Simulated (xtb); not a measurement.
C$_{3}$F$_{5}$ (SMILES FC(F)=[C]C(F)(F)F), doublet, at a GFN2-xTB geometry; GFN2-xTB (xtb 6.7.1).

Input for xtb:
```
$ xtb mol.xyz --gfn 2 --uhf 1 --opt --json

# file mol.xyz
8

F      2.08823266    -0.84310013     1.48714242
C      1.34967774    -0.21136558     0.60608940
F      2.10820213     0.63648515    -0.08184707
C      0.07347268    -0.39191493     0.43848846
C     -1.08282283     0.04051778    -0.34952189
F     -1.28492352     1.36519252    -0.24993221
F     -2.21267400    -0.55444525     0.03690842
F     -0.92572232    -0.22895712    -1.65564220
```

What the program printed (banner, timings and long lists left out):

```
   ID    Z sym.   atoms
    1    9 F      1, 3, 6-8
    2    6 C      2, 4, 5

           -------------------------------------------------
          |                Calculation Setup                |
           -------------------------------------------------

           -------------------------------------------------
          |                 G F N 2 - x T B                 |
           -------------------------------------------------

          ...................................................
          :                      SETUP                      :
          :.................................................:
          :  # basis functions                  32          :
          :  # atomic orbitals                  32          :
          :  # shells                           16          :
          :  # electrons                        47          :
          :  max. iterations                   250          :
          :  Hamiltonian                  GFN2-xTB          :
          :  restarted?                      false          :
          :  GBSA solvation                  false          :
          :  PC potential                    false          :
          :  electronic temp.          300.0000000     K    :
          :  accuracy                    1.0000000          :
          :  -> integral cutoff          0.2500000E+02      :
          :  -> integral neglect         0.1000000E-07      :
          :  -> SCF convergence          0.1000000E-05 Eh   :
          :  -> wf. convergence          0.1000000E-03 e    :
          :  Broyden damping             0.4000000          :
          :  net charge                          0          :
          :  unpaired electrons                  1          :
          ...................................................

 iter      E             dE          RMSdq      gap      omega  full diag
   1    -30.0114432 -0.300114E+02  0.617E+00    5.01       0.0  T
   2    -30.0697662 -0.583230E-01  0.367E+00    3.97       1.0  T
   3    -30.0749542 -0.518798E-02  0.210E+00    4.71       1.0  T
   4    -30.0852857 -0.103316E-01  0.779E-01    4.17       1.0  T
   5    -30.0880277 -0.274197E-02  0.915E-02    4.31       1.0  T
   6    -30.0880321 -0.440760E-05  0.475E-02    4.31       1.0  T
   7    -30.0880336 -0.147478E-05  0.947E-03    4.31       3.7  T
   8    -30.0880338 -0.245842E-06  0.204E-03    4.31      17.3  T
   9    -30.0880339 -0.279233E-07  0.515E-04    4.31      68.6  T
  10    -30.0880339 -0.631331E-09  0.130E-04    4.31     271.8  T

   *** convergence criteria satisfied after 10 iterations ***

         :::::::::::::::::::::::::::::::::::::::::::::::::::::
         ::                     SUMMARY                     ::
         :::::::::::::::::::::::::::::::::::::::::::::::::::::
         :: total energy             -29.950344861566 Eh    ::
         :: gradient norm              0.000099719766 Eh/a0 ::
         :: HOMO-LUMO gap              4.310767670308 eV    ::
         ::.................................................::
         :: SCC energy               -30.088032105683 Eh    ::
         :: -> isotropic ES            0.061267106684 Eh    ::
         :: -> anisotropic ES          0.005947310192 Eh    ::
         :: -> anisotropic XC         -0.028614647009 Eh    ::
         :: -> dispersion             -0.004164893007 Eh    ::
         :: repulsion energy           0.137687244117 Eh    ::
         :: add. restraining           0.000000000000 Eh    ::
         :: total charge              -0.000000000000 e     ::
         :::::::::::::::::::::::::::::::::::::::::::::::::::::

      -----------------------------------------------------------
     |                   =====================                   |
     |                        A N C O P T                        |
     |                   =====================                   |
     |               Approximate Normal Coordinate               |
     |                Rational Function Optimizer                |
      -----------------------------------------------------------
      -----------------------------------------------------------
     |                   =====================                   |
     |                        A N C O P T                        |
     |                   =====================                   |
     |               Approximate Normal Coordinate               |
     |                Rational Function Optimizer                |
      -----------------------------------------------------------

          ...................................................
          :                      SETUP                      :
          :.................................................:
          :   optimization level            normal          :
          :   max. optcycles                   200          :
          :   ANC micro-cycles                  20          :
          :   degrees of freedom                18          :
          :.................................................:
          :   RF solver                   davidson          :
          :   write xtbopt.log                true          :
          :   linear?                        false          :
          :   energy convergence         0.5000000E-05 Eh   :
          :   grad. convergence          0.1000000E-02 Eh/α :
          :   maxmium RF displ.          1.0000000          :
          :   Hlow (freq-cutoff)         0.1000000E-01      :
          :   Hmax (freq-cutoff)         5.0000000          :
          :   S6 in model hess.         20.0000000          :
          ...................................................

generating ANC from exact Hessian ...
Using Lindh-Hessian (1995)
 Shifting diagonal of input Hessian by    1.9538172534420140E-003
 Lowest  eigenvalues of input Hessian
    0.000000    0.000000    0.000000    0.000000    0.000000    0.000000
    0.010000    0.023187    0.028663    0.088787    0.108624    0.138685
[...]
 * total energy  :   -29.9503449 Eh     change       -0.6185275E-10 Eh
   *** GEOMETRY OPTIMIZATION CONVERGED AFTER 1 ITERATIONS ***
[...]
   1    -30.0880339 -0.300880E+02  0.572E-06    4.31       0.0  T
   2    -30.0880339  0.710543E-14  0.361E-06    4.31    9792.0  T
   3    -30.0880339 -0.355271E-14  0.260E-06    4.31   13600.6  T

   *** convergence criteria satisfied after 3 iterations ***

         :::::::::::::::::::::::::::::::::::::::::::::::::::::
         ::                     SUMMARY                     ::
         :::::::::::::::::::::::::::::::::::::::::::::::::::::
         :: total energy             -29.950344861628 Eh    ::
         :: gradient norm              0.000099951721 Eh/a0 ::
         :: HOMO-LUMO gap              4.310757583560 eV    ::
         ::.................................................::
         :: SCC energy               -30.088032105745 Eh    ::
         :: -> isotropic ES            0.061264830627 Eh    ::
         :: -> anisotropic ES          0.005947385428 Eh    ::
         :: -> anisotropic XC         -0.028614910020 Eh    ::
         :: -> dispersion             -0.004164891180 Eh    ::
         :: repulsion energy           0.137687244117 Eh    ::
         :: add. restraining           0.000000000000 Eh    ::
         :: total charge              -0.000000000000 e     ::
         :::::::::::::::::::::::::::::::::::::::::::::::::::::

           -------------------------------------------------
          |                Property Printout                |
           -------------------------------------------------

    * Orbital Energies and Occupations

         #    Occupation            Energy/Eh            Energy/eV
      -------------------------------------------------------------
         1        2.0000           -0.9131541             -24.8482
       ...           ...                  ...                  ...
        12        2.0000           -0.6455167             -17.5654
        13        2.0000           -0.6398349             -17.4108
        14        2.0000           -0.5794108             -15.7666
        15        2.0000           -0.5784293             -15.7399
        16        2.0000           -0.5781954             -15.7335
        17        2.0000           -0.5769624             -15.6999
        18        2.0000           -0.5704635             -15.5231
        19        2.0000           -0.5652209             -15.3804
        20        2.0000           -0.5638401             -15.3429
        21        2.0000           -0.5633800             -15.3303
        22        2.0000           -0.5435326             -14.7903
        23        2.0000           -0.5008890             -13.6299
        24        1.0000           -0.4617519             -12.5649 (HOMO)
        25                         -0.3033345              -8.2542 (LUMO)
        26                         -0.0431013              -1.1728
        27                          0.0297584               0.8098
        28                          0.0594621               1.6180
        29                          0.0832304               2.2648
        30                          0.0992484               2.7007
        31                          0.2363204               6.4306
        32                          0.6612703              17.9941
      -------------------------------------------------------------
                  HL-Gap            0.1584174 Eh            4.3108 eV
             Fermi-level           -0.4319318 Eh          -11.7535 eV

     #   Z          covCN         q      C6AA      α(0)
     1   9 F        0.790    -0.130    10.537     3.834
     2   6 C        2.550     0.359    20.973     7.485
     3   9 F        0.789    -0.137    10.608     3.847
     4   6 C        1.973    -0.075    33.105     9.292
     5   6 C        3.331     0.513    17.000     6.541
     6   9 F        0.792    -0.178    11.011     3.920
     7   9 F        0.792    -0.173    10.963     3.911
     8   9 F        0.792    -0.178    11.012     3.920

 Mol. C6AA /au·bohr⁶  :        937.651233
 Mol. C8AA /au·bohr⁸  :      20864.233149
 Mol. α(0) /au        :         42.750848

Wiberg/Mayer (AO) data.
largest (>0.10) Wiberg bond orders for each atom

 ---------------------------------------------------------------------------
     #   Z sym  total        # sym  WBO       # sym  WBO       # sym  WBO
 ---------------------------------------------------------------------------
     1   9 F    1.209 --     2 C    1.020     4 C    0.117
     2   6 C    3.863 --     4 C    1.821     1 F    1.020     3 F    0.980
     3   9 F    1.200 --     2 C    0.980     4 C    0.154
     4   6 C    3.221 --     2 C    1.821     5 C    1.000     3 F    0.154
                             1 F    0.117
     5   6 C    3.869 --     4 C    1.000     7 F    0.962     8 F    0.944
                             6 F    0.942
     6   9 F    1.106 --     5 C    0.942
     7   9 F    1.102 --     5 C    0.962
     8   9 F    1.105 --     5 C    0.944
 ---------------------------------------------------------------------------

Topologies differ in total number of bonds
Writing topology from bond orders to xtbtopo.mol

molecular dipole:
                 x           y           z       tot (Debye)
 q only:        0.263      -0.207       0.295
   full:        0.302      -0.214       0.313       1.233
molecular quadrupole (traceless):
                xx          xy          yy          xz          yz          zz
 q only:       -2.304      -0.087       1.342      -1.130       0.678       0.962
  q+dip:       -1.687      -0.415       1.010      -0.799       1.676       0.677
   full:       -2.865      -0.334       1.687      -1.378       1.584       1.178

optimized geometry written to: xtbopt.xyz

           -------------------------------------------------
          | TOTAL ENERGY              -29.950344861628 Eh   |
          | GRADIENT NORM               0.000099951721 Eh/α |
          | HOMO-LUMO GAP               4.310757583560 eV   |
           -------------------------------------------------

normal termination of xtb
```
